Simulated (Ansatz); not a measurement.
`N[Si](F)(F)Cl` + `F[SiH2]F` → `N[Si](F)(F)F` + `F[SiH2]Cl`  (redistribution)

Computed with Ansatz on PBE0-D4/def2-TZVP structures; ΔE is electronic, products minus reactants. CCSD(T)/CBS is frozen-core, at the limit of the def2 triple- and quadruple-zeta sets. Functionals use def2-TZVPP. B3LYP here is the variant with VWN-RPA as its local correlation; programs differ in this. HSE06 is defined as in plane-wave codes. Each species was taken in one conformer, which may not be the lowest.

`N[Si](F)(F)Cl`:

Cartesian coordinates in Å:
```
N 0.001 0.385 -1.020
Si 0.041 -0.061 0.596
F 1.496 0.185 1.153
F -0.989 0.827 1.393
Cl -0.417 -1.992 1.023
H -0.873 0.533 -1.497
H 0.741 0.122 -1.650
```

`F[SiH2]F`:

```xyz
5

F     1.343    0.782   -0.003
Si   -0.049    0.023   -0.007
F     0.233   -1.518    0.240
H    -0.864    0.535    1.109
H    -0.663    0.179   -1.338
```

`N[Si](F)(F)F`:

Cartesian coordinates in Å:
```
N 0.017 0.597 -0.866
Si -0.067 -0.356 0.506
F 1.310 -0.682 1.203
F -0.701 -1.750 0.141
F -0.938 0.370 1.598
H 0.270 0.223 -1.764
H 0.109 1.597 -0.818
```

`F[SiH2]Cl`:

Z-matrix (Å, degrees):
```
Si
F 1 1.589
Cl 1 2.036 2 108.8
H 1 1.475 2 108.3 3 -118.2
H 1 1.475 2 108.3 3 118.2
```

```json
{"level": "revPBE-D4", "ΔE (kcal/mol)": "-1.0", "difference from CCSD(T)/CBS": "1.0"}
{"level": "BLYP-D4", "ΔE (kcal/mol)": "-1.0", "difference from CCSD(T)/CBS": "1.0"}
{"level": "B97M-V", "ΔE (kcal/mol)": "-1.8", "difference from CCSD(T)/CBS": "0.2"}
{"level": "B3LYP-D4", "ΔE (kcal/mol)": "-1.5", "difference from CCSD(T)/CBS": "0.5"}
{"level": "r2SCAN0-D4", "ΔE (kcal/mol)": "-2.2", "difference from CCSD(T)/CBS": "-0.2"}
{"level": "HSE06-D4", "ΔE (kcal/mol)": "-1.9", "difference from CCSD(T)/CBS": "0.1"}
{"level": "BHLYP-D4", "ΔE (kcal/mol)": "-1.9", "difference from CCSD(T)/CBS": "0.1"}
{"level": "CAM-B3LYP-D4", "ΔE (kcal/mol)": "-1.7", "difference from CCSD(T)/CBS": "0.3"}
{"level": "ωB97M-V", "ΔE (kcal/mol)": "-1.7", "difference from CCSD(T)/CBS": "0.3"}
{"level": "PBE", "ΔE (kcal/mol)": "-1.7", "difference from CCSD(T)/CBS": "0.3"}
{"level": "revPBE", "ΔE (kcal/mol)": "-1.7", "difference from CCSD(T)/CBS": "0.3"}
{"level": "BLYP", "ΔE (kcal/mol)": "-1.7", "difference from CCSD(T)/CBS": "0.3"}
{"level": "r2SCAN", "ΔE (kcal/mol)": "-1.9", "difference from CCSD(T)/CBS": "0.1"}
{"level": "B3LYP", "ΔE (kcal/mol)": "-2.0", "difference from CCSD(T)/CBS": "0.0"}
{"level": "HSE06", "ΔE (kcal/mol)": "-2.1", "difference from CCSD(T)/CBS": "-0.1"}
{"level": "CAM-B3LYP", "ΔE (kcal/mol)": "-2.0", "difference from CCSD(T)/CBS": "0.0"}
{"level": "RPA@PBE/def2-TZVPP", "ΔE (kcal/mol)": "-1.8", "difference from CCSD(T)/CBS": "0.2"}
{"level": "HF/def2-SVP", "ΔE (kcal/mol)": "-2.6", "difference from CCSD(T)/CBS": "-0.6"}
{"level": "MP2/def2-SVP", "ΔE (kcal/mol)": "-1.7", "difference from CCSD(T)/CBS": "0.3"}
{"level": "CCSD/def2-SVP", "ΔE (kcal/mol)": "-2.1", "difference from CCSD(T)/CBS": "-0.1"}
{"level": "MP2/def2-TZVPP", "ΔE (kcal/mol)": "-1.7", "difference from CCSD(T)/CBS": "0.3"}
{"level": "SCS-MP2/def2-TZVPP", "ΔE (kcal/mol)": "-1.7", "difference from CCSD(T)/CBS": "0.3"}
{"level": "CCSD/def2-TZVPP", "ΔE (kcal/mol)": "-2.2", "difference from CCSD(T)/CBS": "-0.2"}
{"level": "HF/def2-QZVPP", "ΔE (kcal/mol)": "-2.9", "difference from CCSD(T)/CBS": "-0.9"}
{"level": "MP2/def2-QZVPP", "ΔE (kcal/mol)": "-1.6", "difference from CCSD(T)/CBS": "0.4"}
{"level": "CCSD/def2-QZVPP", "ΔE (kcal/mol)": "-2.2", "difference from CCSD(T)/CBS": "-0.2"}
{"level": "CCSD(T)/def2-QZVPP", "ΔE (kcal/mol)": "-2.0", "difference from CCSD(T)/CBS": "0.0"}
{"level": "CCSD/CBS(def2)", "ΔE (kcal/mol)": "-2.2", "difference from CCSD(T)/CBS": "-0.2"}
{"level": "HF/cc-pV(D+d)Z", "ΔE (kcal/mol)": "-2.3", "difference from CCSD(T)/CBS": "-0.3"}
{"level": "CCSD/cc-pV(D+d)Z", "ΔE (kcal/mol)": "-1.9", "difference from CCSD(T)/CBS": "0.1"}
{"level": "HF/cc-pV(T+d)Z", "ΔE (kcal/mol)": "-2.9", "difference from CCSD(T)/CBS": "-0.9"}
{"level": "MP2/cc-pV(T+d)Z", "ΔE (kcal/mol)": "-1.7", "difference from CCSD(T)/CBS": "0.3"}
{"level": "CCSD/cc-pV(T+d)Z", "ΔE (kcal/mol)": "-2.3", "difference from CCSD(T)/CBS": "-0.3"}
{"level": "CCSD(T)/cc-pV(T+d)Z", "ΔE (kcal/mol)": "-2.0", "difference from CCSD(T)/CBS": "0.0"}
{"level": "HF/cc-pV(Q+d)Z", "ΔE (kcal/mol)": "-2.8", "difference from CCSD(T)/CBS": "-0.8"}
{"level": "CCSD(T)/cc-pV(Q+d)Z", "ΔE (kcal/mol)": "-2.0", "difference from CCSD(T)/CBS": "0.0"}
{"level": "HF/CBS(cc)", "ΔE (kcal/mol)": "-2.8", "difference from CCSD(T)/CBS": "-0.8"}
{"level": "MP2/CBS(cc)", "ΔE (kcal/mol)": "-1.6", "difference from CCSD(T)/CBS": "0.4"}
{"level": "CCSD/CBS(cc)", "ΔE (kcal/mol)": "-2.2", "difference from CCSD(T)/CBS": "-0.2"}
{"level": "CCSD(T)/CBS(cc)", "ΔE (kcal/mol)": "-2.0", "difference from CCSD(T)/CBS": "0.0"}
{"level": "CCSD(T)/CBS", "ΔE (kcal/mol)": "-2.0", "difference from CCSD(T)/CBS": "0"}
```

Largest T1 diagnostic among the species: 0.012.

In def2-TZVPP, CCSD(T) changes the Hartree–Fock value by +0.8 kcal/mol (the triples alone add +0.2 kcal/mol) and MP2 by +1.2 kcal/mol. Leaving LDA and LC-ωPBE aside and taking each functional with its dispersion term where it has one, the values spread over 1.1 kcal/mol, from r2SCAN0-D4 to BLYP-D4.
